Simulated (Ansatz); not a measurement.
Mulliken charges of `N[SiH](Cl)[AlH][OH]` from r2SCAN/def2-TZVPP in Ansatz (PBE0-D4/def2-TZVP geometry).

```tsv
atom	x (Å)	y (Å)	z (Å)	charge (e)
N1	-0.418	-1.532	-0.931	-0.434
Si2	0.073	-0.969	0.604	0.331
Cl3	2.087	-1.361	1.070	-0.297
Al4	-0.083	1.469	0.650	0.588
O5	-0.039	2.123	-0.919	-0.443
H6	-0.478	-2.516	-1.139	0.152
H7	-0.202	-0.990	-1.753	0.169
H8	-0.667	-1.762	1.619	-0.094
H9	-0.158	2.426	1.914	-0.161
H10	-0.032	3.060	-1.111	0.189
```

Question: By hand: the dipole of these point charges (1 e Å = 4.8032 D).

Answer: Σ q r = (-0.470, 0.475, -0.064) e Å, of length 0.671 e Å = 3.22 D.

Question: How does the dipole of the full density compare? (An estimate is asked.)

Answer: Computed: (-0.293, 0.229, -0.286) e Å, 2.25 D; the point charges give 1.43 times that, at 33° from its direction.

Point charges leave out the atoms' own dipoles, such as those of lone pairs, and Mulliken's split depends on the basis, so the two needn't agree.
